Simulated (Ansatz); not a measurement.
`[SiH3][SiH2][GaH2]` + PH₃ → `[PH2][GaH2]` + `[SiH3][SiH3]` at 400 K and 1 bar (cleavage of the Ga–Si bond).

Gas-phase electronic energies from Ansatz, PBE0-D4/def2-TZVP geometries. CCSD(T)/CBS adds triple-zeta CCSD(T) − MP2 to the extrapolated MP2 energy (def2 sets, frozen cores). This one scheme is used for every species. For Ga outer-core shells are correlated without core-valence functions, which leaves a few kJ/mol of doubt a bond. Scalar relativity is left out up to krypton.

```json
{"species": "`[SiH3][SiH2][GaH2]`", "CCSD(T)/CBS energy (Eh)": "-2506.27760", "H − E (kJ/mol)": "179.3", "S (J/(mol·K))": "405.6"}
{"species": "PH₃", "CCSD(T)/CBS energy (Eh)": "-342.72256", "H − E (kJ/mol)": "77.1", "S (J/(mol·K))": "221.7"}
{"species": "`[PH2][GaH2]`", "CCSD(T)/CBS energy (Eh)": "-2267.26620", "H − E (kJ/mol)": "102.4", "S (J/(mol·K))": "311.8"}
{"species": "`[SiH3][SiH3]`", "CCSD(T)/CBS energy (Eh)": "-581.74359", "H − E (kJ/mol)": "152.8", "S (J/(mol·K))": "300.2"}
```

H − E and S are ideal-gas, rigid-rotor, harmonic terms from PBE0-D4/def2-TZVP. 1 Eh = 2625.50 kJ/mol, R = 8.31446 J/(mol·K).

Problem. By hand: ΔE, ΔH, ΔS and ΔG.

Solution. ΔE = (-2267.26620) + (-581.74359) − (-2506.27760) − (-342.72256) = -0.00963 Eh = -25.3 kJ/mol. Δ(H − E) = 102.4 + 152.8 − 179.3 − 77.1 = -1.2, so ΔH = -26.5 kJ/mol. ΔS = 311.8 + 300.2 − 405.6 − 221.7 = -15.3 J/(mol·K). ΔG = -26.5 − 400 × (-15.3)/1000 = -20.4 kJ/mol.

Problem. By hand: the equilibrium constant, and the temperature at which ΔG would vanish if ΔH and ΔS stayed fixed.

Solution. log₁₀ K = −ΔG/(RT ln 10) = 2.7. ΔG = 0 at ΔH/ΔS = 1732 K, though so small a ΔS makes that figure unsure.

ΔH outweighs TΔS. A doubt of 5 kJ/mol in ΔE shifts log₁₀ K by 0.7 here. These are equilibria of isolated gas molecules and say nothing of rates. Largest T1 diagnostic: 0.014 (customary marks: 0.02 for closed shells, 0.045 for open ones).
